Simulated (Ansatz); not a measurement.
Harmonic vibrations of C$_{3}$H$_{10}$GaN, SMILES `CC(C)[NH][GaH2]` by finite differences.

```yaml
crystal:
  periodic: [false, false, false]
  atoms:
    - {symbol: C, position_ang: [-0.962389, -0.918263, 0.551884]}
    - {symbol: C, position_ang: [0.257191, -0.025651, 0.655011]}
    - {symbol: C, position_ang: [1.535990, -0.825571, 0.443376]}
    - {symbol: N, position_ang: [0.181239, 1.080772, -0.279112]}
    - {symbol: Ga, position_ang: [-1.052234, 1.573959, -1.521690]}
    - {symbol: H, position_ang: [-1.883312, -0.361667, 0.739790]}
    - {symbol: H, position_ang: [-1.034841, -1.363426, -0.445163]}
    - {symbol: H, position_ang: [-0.900993, -1.729080, 1.280414]}
    - {symbol: H, position_ang: [0.284584, 0.376655, 1.680143]}
    - {symbol: H, position_ang: [2.417401, -0.183146, 0.520693]}
    - {symbol: H, position_ang: [1.536221, -1.280821, -0.550922]}
    - {symbol: H, position_ang: [1.633045, -1.618518, 1.189915]}
    - {symbol: H, position_ang: [1.004795, 1.663422, -0.230863]}
    - {symbol: H, position_ang: [-2.366891, 0.757978, -1.707560]}
    - {symbol: H, position_ang: [-0.649786, 2.853354, -2.325906]}
basis:
  gaussian: {orbitals: def2-TZVP}
hamiltonian: {xc: pbe0, dispersion: d4}
phonons: {temperatures: {t_min: 298.15, t_max: 900, t_step: 200}}
```

```sh
$ ansatz run in.yaml --threads 4 --pin off --events-out ev --progress --plain --max-ram 10444MiB
```

It prints (some lines left out):

```
Functional definition: PBE0
mean field -57131.47662131 eV, -2099.5430407274 hartree, gradient 5.5e-5 eV, S^2 0.000000; 0 other end points of the search recorded, 0 dependent functions left out
mean field -57131.47643803 eV, -2099.5430339920 hartree, gradient 1.5e-6 eV, S^2 0.000000; 0 other end points of the search recorded, 0 dependent functions left out
mean field -57131.47648712 eV, -2099.5430357961 hartree, gradient 1.5e-6 eV, S^2 0.000000; 0 other end points of the search recorded, 0 dependent functions left out
mean field -57131.47643320 eV, -2099.5430338146 hartree, gradient 1.5e-6 eV, S^2 0.000000; 0 other end points of the search recorded, 0 dependent functions left out
mean field -57131.47647767 eV, -2099.5430354486 hartree, gradient 1.5e-6 eV, S^2 0.000000; 0 other end points of the search recorded, 0 dependent functions left out
mean field -57131.47645717 eV, -2099.5430346952 hartree, gradient 1.5e-6 eV, S^2 0.000000; 0 other end points of the search recorded, 0 dependent functions left out
mean field -57131.47643792 eV, -2099.5430339881 hartree, gradient 1.5e-6 eV, S^2 0.000000; 0 other end points of the search recorded, 0 dependent functions left out
mean field -57131.47647734 eV, -2099.5430354364 hartree, gradient 1.5e-6 eV, S^2 0.000000; 0 other end points of the search recorded, 0 dependent functions left out
mean field -57131.47645918 eV, -2099.5430347691 hartree, gradient 1.5e-6 eV, S^2 0.000000; 0 other end points of the search recorded, 0 dependent functions left out
mean field -57131.47646856 eV, -2099.5430351141 hartree, gradient 1.5e-6 eV, S^2 0.000000; 0 other end points of the search recorded, 0 dependent functions left out
mean field -57131.47647117 eV, -2099.5430352100 hartree, gradient 1.5e-6 eV, S^2 0.000000; 0 other end points of the search recorded, 0 dependent functions left out
mean field -57131.47646635 eV, -2099.5430350328 hartree, gradient 1.5e-6 eV, S^2 0.000000; 0 other end points of the search recorded, 0 dependent functions left out
mean field -57131.47643497 eV, -2099.5430338794 hartree, gradient 1.5e-6 eV, S^2 0.000000; 0 other end points of the search recorded, 0 dependent functions left out
mean field -57131.47650231 eV, -2099.5430363543 hartree, gradient 1.5e-6 eV, S^2 0.000000; 0 other end points of the search recorded, 0 dependent functions left out
mean field -57131.47643424 eV, -2099.5430338528 hartree, gradient 1.5e-6 eV, S^2 0.000000; 0 other end points of the search recorded, 0 dependent functions left out
mean field -57131.47643687 eV, -2099.5430339492 hartree, gradient 1.5e-6 eV, S^2 0.000000; 0 other end points of the search recorded, 0 dependent functions left out
mean field -57131.47647499 eV, -2099.5430353502 hartree, gradient 1.5e-6 eV, S^2 0.000000; 0 other end points of the search recorded, 0 dependent functions left out
mean field -57131.47645826 eV, -2099.5430347355 hartree, gradient 1.5e-6 eV, S^2 0.000000; 0 other end points of the search recorded, 0 dependent functions left out
mean field -57131.47643675 eV, -2099.5430339450 hartree, gradient 1.5e-6 eV, S^2 0.000000; 0 other end points of the search recorded, 0 dependent functions left out
mean field -57131.47646540 eV, -2099.5430349977 hartree, gradient 1.5e-6 eV, S^2 0.000000; 0 other end points of the search recorded, 0 dependent functions left out
mean field -57131.47646241 eV, -2099.5430348879 hartree, gradient 1.5e-6 eV, S^2 0.000000; 0 other end points of the search recorded, 0 dependent functions left out
mean field -57131.47651003 eV, -2099.5430366381 hartree, gradient 1.5e-6 eV, S^2 0.000000; 0 other end points of the search recorded, 0 dependent functions left out
mean field -57131.47648667 eV, -2099.5430357795 hartree, gradient 1.5e-6 eV, S^2 0.000000; 0 other end points of the search recorded, 0 dependent functions left out
mean field -57131.47653314 eV, -2099.5430374871 hartree, gradient 1.5e-6 eV, S^2 0.000000; 0 other end points of the search recorded, 0 dependent functions left out
mean field -57131.47652387 eV, -2099.5430371467 hartree, gradient 1.5e-6 eV, S^2 0.000000; 0 other end points of the search recorded, 0 dependent functions left out
mean field -57131.47651555 eV, -2099.5430368410 hartree, gradient 1.5e-6 eV, S^2 0.000000; 0 other end points of the search recorded, 0 dependent functions left out
mean field -57131.47657716 eV, -2099.5430391048 hartree, gradient 1.5e-6 eV, S^2 0.000000; 0 other end points of the search recorded, 0 dependent functions left out
mean field -57131.47660875 eV, -2099.5430402657 hartree, gradient 1.5e-6 eV, S^2 0.000000; 0 other end points of the search recorded, 0 dependent functions left out
mean field -57131.47651905 eV, -2099.5430369693 hartree, gradient 1.5e-6 eV, S^2 0.000000; 0 other end points of the search recorded, 0 dependent functions left out
mean field -57131.47652091 eV, -2099.5430370376 hartree, gradient 1.5e-6 eV, S^2 0.000000; 0 other end points of the search recorded, 0 dependent functions left out
mean field -57131.47661423 eV, -2099.5430404673 hartree, gradient 1.5e-6 eV, S^2 0.000000; 0 other end points of the search recorded, 0 dependent functions left out
mean field -57131.47653877 eV, -2099.5430376941 hartree, gradient 1.5e-6 eV, S^2 0.000000; 0 other end points of the search recorded, 0 dependent functions left out
mean field -57131.47654860 eV, -2099.5430380554 hartree, gradient 1.5e-6 eV, S^2 0.000000; 0 other end points of the search recorded, 0 dependent functions left out
mean field -57131.47657695 eV, -2099.5430390972 hartree, gradient 1.5e-6 eV, S^2 0.000000; 0 other end points of the search recorded, 0 dependent functions left out
[...]
mean field -57131.47660502 eV, -2099.5430401287 hartree, gradient 1.5e-6 eV, S^2 0.000000; 0 other end points of the search recorded, 0 dependent functions left out
mean field -57131.47661667 eV, -2099.5430405569 hartree, gradient 1.5e-6 eV, S^2 0.000000; 0 other end points of the search recorded, 0 dependent functions left out
mean field -57131.47659594 eV, -2099.5430397951 hartree, gradient 1.5e-6 eV, S^2 0.000000; 0 other end points of the search recorded, 0 dependent functions left out
mean field -57131.47658566 eV, -2099.5430394171 hartree, gradient 1.5e-6 eV, S^2 0.000000; 0 other end points of the search recorded, 0 dependent functions left out
mean field -57131.47659876 eV, -2099.5430398986 hartree, gradient 1.5e-6 eV, S^2 0.000000; 0 other end points of the search recorded, 0 dependent functions left out
mean field -57131.47653572 eV, -2099.5430375822 hartree, gradient 1.5e-6 eV, S^2 0.000000; 0 other end points of the search recorded, 0 dependent functions left out
mean field -57131.47653185 eV, -2099.5430374398 hartree, gradient 1.5e-6 eV, S^2 0.000000; 0 other end points of the search recorded, 0 dependent functions left out
mean field -57131.47661442 eV, -2099.5430404743 hartree, gradient 1.5e-6 eV, S^2 0.000000; 0 other end points of the search recorded, 0 dependent functions left out
mean field -57131.47659761 eV, -2099.5430398564 hartree, gradient 1.5e-6 eV, S^2 0.000000; 0 other end points of the search recorded, 0 dependent functions left out
mean field -57131.47655569 eV, -2099.5430383160 hartree, gradient 1.5e-6 eV, S^2 0.000000; 0 other end points of the search recorded, 0 dependent functions left out
mean field -57131.47656567 eV, -2099.5430386827 hartree, gradient 1.5e-6 eV, S^2 0.000000; 0 other end points of the search recorded, 0 dependent functions left out
mean field -57131.47656790 eV, -2099.5430387645 hartree, gradient 1.5e-6 eV, S^2 0.000000; 0 other end points of the search recorded, 0 dependent functions left out
mean field -57131.47656329 eV, -2099.5430385951 hartree, gradient 1.5e-6 eV, S^2 0.000000; 0 other end points of the search recorded, 0 dependent functions left out
mean field -57131.47653298 eV, -2099.5430374814 hartree, gradient 1.5e-6 eV, S^2 0.000000; 0 other end points of the search recorded, 0 dependent functions left out
mean field -57131.47651816 eV, -2099.5430369366 hartree, gradient 1.5e-6 eV, S^2 0.000000; 0 other end points of the search recorded, 0 dependent functions left out
mean field -57131.47657755 eV, -2099.5430391194 hartree, gradient 1.5e-6 eV, S^2 0.000000; 0 other end points of the search recorded, 0 dependent functions left out
mean field -57131.47655600 eV, -2099.5430383274 hartree, gradient 1.5e-6 eV, S^2 0.000000; 0 other end points of the search recorded, 0 dependent functions left out
mean field -57131.47660667 eV, -2099.5430401895 hartree, gradient 1.5e-6 eV, S^2 0.000000; 0 other end points of the search recorded, 0 dependent functions left out
mean field -57131.47661317 eV, -2099.5430404283 hartree, gradient 1.5e-6 eV, S^2 0.000000; 0 other end points of the search recorded, 0 dependent functions left out
mean field -57131.47657495 eV, -2099.5430390238 hartree, gradient 1.5e-6 eV, S^2 0.000000; 0 other end points of the search recorded, 0 dependent functions left out
mean field -57131.47660061 eV, -2099.5430399665 hartree, gradient 1.5e-6 eV, S^2 0.000000; 0 other end points of the search recorded, 0 dependent functions left out
mean field -57131.47661007 eV, -2099.5430403143 hartree, gradient 1.5e-6 eV, S^2 0.000000; 0 other end points of the search recorded, 0 dependent functions left out
mean field -57131.47660168 eV, -2099.5430400060 hartree, gradient 1.5e-6 eV, S^2 0.000000; 0 other end points of the search recorded, 0 dependent functions left out
mean field -57131.47660722 eV, -2099.5430402095 hartree, gradient 1.5e-6 eV, S^2 0.000000; 0 other end points of the search recorded, 0 dependent functions left out
mean field -57131.47662711 eV, -2099.5430409407 hartree, gradient 1.5e-6 eV, S^2 0.000000; 0 other end points of the search recorded, 0 dependent functions left out
mean field -57131.47661437 eV, -2099.5430404723 hartree, gradient 1.5e-6 eV, S^2 0.000000; 0 other end points of the search recorded, 0 dependent functions left out
mean field -57131.47661488 eV, -2099.5430404912 hartree, gradient 1.5e-6 eV, S^2 0.000000; 0 other end points of the search recorded, 0 dependent functions left out
mean field -57131.47660085 eV, -2099.5430399757 hartree, gradient 1.5e-6 eV, S^2 0.000000; 0 other end points of the search recorded, 0 dependent functions left out
mean field -57131.47657967 eV, -2099.5430391971 hartree, gradient 1.5e-6 eV, S^2 0.000000; 0 other end points of the search recorded, 0 dependent functions left out
mean field -57131.47659904 eV, -2099.5430399091 hartree, gradient 1.5e-6 eV, S^2 0.000000; 0 other end points of the search recorded, 0 dependent functions left out
mean field -57131.47661493 eV, -2099.5430404931 hartree, gradient 1.5e-6 eV, S^2 0.000000; 0 other end points of the search recorded, 0 dependent functions left out
Total energy: -57131.75586389 eV, -2099.5533027031 hartree
Atom 0 at    -0.962389    -0.918263     0.551884 Å, force    -0.001165     0.000396    -0.001428 eV/Å
Atom 1 at     0.257191    -0.025651     0.655011 Å, force     0.000976     0.002038     0.000380 eV/Å
Atom 2 at     1.535990    -0.825571     0.443376 Å, force     0.000043     0.000416     0.000095 eV/Å
Atom 3 at     0.181239     1.080772    -0.279112 Å, force    -0.003272    -0.000335    -0.001946 eV/Å
Atom 4 at    -1.052234     1.573959    -1.521690 Å, force     0.002212    -0.001989     0.002236 eV/Å
Atom 5 at    -1.883312    -0.361667     0.739790 Å, force     0.000581    -0.000374    -0.000074 eV/Å
Atom 6 at    -1.034841    -1.363426    -0.445163 Å, force     0.000058    -0.000186     0.000664 eV/Å
Atom 7 at    -0.900993    -1.729080     1.280414 Å, force     0.000098     0.000301     0.000185 eV/Å
Atom 8 at     0.284584     0.376655     1.680143 Å, force    -0.000212    -0.000786    -0.000055 eV/Å
Atom 9 at     2.417401    -0.183146     0.520693 Å, force    -0.000363    -0.000289    -0.000311 eV/Å
Atom 10 at     1.536221    -1.280821    -0.550922 Å, force     0.000133    -0.000050     0.000190 eV/Å
Atom 11 at     1.633045    -1.618518     1.189915 Å, force    -0.000006     0.000360    -0.000476 eV/Å
Atom 12 at     1.004795     1.663422    -0.230863 Å, force    -0.000543    -0.000207    -0.000431 eV/Å
Atom 13 at    -2.366891     0.757978    -1.707560 Å, force     0.001258     0.000821     0.000531 eV/Å
Atom 14 at    -0.649786     2.853354    -2.325906 Å, force     0.000204    -0.000115     0.000441 eV/Å
Dipole moment:     0.143690    -0.078023     0.168091 e Å
Vibrations: 59.96 175.76 212.62 251.86 285.94 345.47 383.38 460.52 545.50 559.49 605.48 677.52 740.50 862.07 924.76 957.59 1027.93 1123.78 1162.11 1223.00 1324.51 1356.33 1386.38 1401.58 1431.61 1473.66 1480.30 1489.46 1496.69 1988.74 2007.90 2969.35 3037.58 3045.26 3114.38 3116.01 3121.30 3132.66 3593.21 cm⁻¹, zero-point energy 3.381801 eV
```

Hardware: 4 threads of an Intel Xeon Platinum 8488C on a shared host. Wall time 4.4 min, peak host memory 0.78 GiB.
